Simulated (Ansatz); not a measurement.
A made-up structure of SiH4BrO (charge +1), closed shell:

O1  (-0.850, 0.220, -0.601)
Si2  (0.722, 0.054, 0.328)
Br3  (0.550, -1.694, 1.565)
H4  (-1.063, -0.359, -1.352)
H5  (-1.664, 0.533, -0.174)
H6  (0.675, 1.330, 1.052)
H7  (0.172, -2.431, 2.827)
(Å)

It is relaxed with PBE-D4/def2-SVP and then PBE0-D4/def2-TZVP (Ansatz 0.2.0). Atoms count as bonded within 1.22 times the sum of their covalent radii (H–H: 0.88 Å). The end point is not checked to be a true minimum.

Task: Does its bonding change? (A judgement: the text doesn't fix the answer.)

Result: The calculation gives: No: no bond forms or breaks.

Where it ends: The first stage lowers the energy by 1.35 eV in 10 steps. It ends as SiH₄BrO ([OH2][SiH][BrH]), total charge +1:
O1  (-0.879, 0.100, -0.525)
Si2  (0.931, 0.132, 0.124)
Br3  (0.741, -2.074, 1.502)
H4  (-1.084, -0.145, -1.438)
H5  (-1.658, 0.470, -0.085)
H6  (0.393, 0.825, 1.355)
H7  (0.097, -1.655, 2.711)
(Å)

Labels in which every atom is bracketed show which atoms are joined, not bond orders.

For scale, one of the runs: PBE0-D4/def2-TZVP relaxation, 140 basis functions, launched by `ansatz run in.yaml --threads 2 --pin off --events-out ev --progress --plain --max-ram 4352MiB`. Hardware: 2 CPU threads of an Arm Neoverse V1, shared host. Wall time about 26 s.
